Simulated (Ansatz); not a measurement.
## CH4S ··· H2

The pair of CH4S (SMILES CS, atoms 1–6) and H2 (SMILES [H][H], atoms 7–8), both closed shells, in one local arrangement (a lower one may exist), relaxed at PBE0-D4/def2-TZVP:

```xyz
8
angstrom
C 0.1018 0.2611 -1.0126
S 0.4662 -1.3675 -0.3229
H -0.5359 0.1872 -1.8925
H 1.0602 0.6852 -1.3123
H -0.3515 0.9166 -0.2696
H -0.7990 -1.7181 -0.0447
H 0.1457 0.2390 2.2066
H -0.0873 0.7965 2.6481
```

Program: Ansatz 0.2.0. Basis: def2-TZVPPD, with def2-QZVPPD for the basis limit. Cores are frozen in the correlated methods. B3LYP uses VWN-RPA correlation. Extrapolation: Hartree–Fock as exp(−7.88 √X), correlation as X^−2.97. Interaction energies count from these two fragments, frozen as in the pair, with the counterpoise correction; negative means bound.

(1) What is the interaction energy by CCSD(T) at an estimated basis limit (MP2 extrapolated from triple and quadruple zeta, plus CCSD(T) − MP2 in triple zeta)? (An estimate is asked for; the value comes from the calculation.)

(2) Which atoms make the shortest contact between the fragments?

No T1 diagnostic of these runs exceeds 0.010.

## Answers

(1) By the calculation: -0.68 kcal/mol. Hartree–Fock alone gives 0.41 kcal/mol at the basis limit, so without correlation the pair would not bind at this distance. It counts from the two fragments frozen as in the pair.

The same quantity by other methods in triple zeta, and each one's difference from that estimate:
```tsv
method	E_int (kcal/mol)	difference
PBE-D4	-1.08	-0.41
revPBE-D4	-0.81	-0.13
BLYP-D4	-0.61	0.06
r2SCAN-D4	-0.55	0.13
B97M-V	-0.84	-0.17
PBE0-D4	-0.92	-0.25
B3LYP-D4	-0.69	-0.01
HSE06-D4	-0.93	-0.26
wB97X-V	-0.72	-0.04
wB97M-V	-0.68	-0.01
B2PLYP	-0.25	0.43
HF	0.42	1.10
MP2	-0.54	0.13
CCSD	-0.39	0.28
CCSD(T)	-0.52	0.16
```
Differences are method less estimate.

(2) H5 and H7, 2.61 Å apart.

Basis-set superposition shift (counterpoise-corrected less uncorrected): CCSD(T) 0.16; MP2 0.15; HF 0.03; PBE0-D4 0.02; wB97M-V 0.05 kcal/mol.

For scale, one of the runs: CCSD(T)/def2-TZVPPD, 190 basis functions, launched by `ansatz run in.yaml --threads 2 --pin off --events-out ev --progress --plain --max-ram 5222MiB`. Hardware: 2 CPU threads of an Intel Xeon Platinum 8488C, shared host. Wall time 18 s; peak host memory 2 GiB.
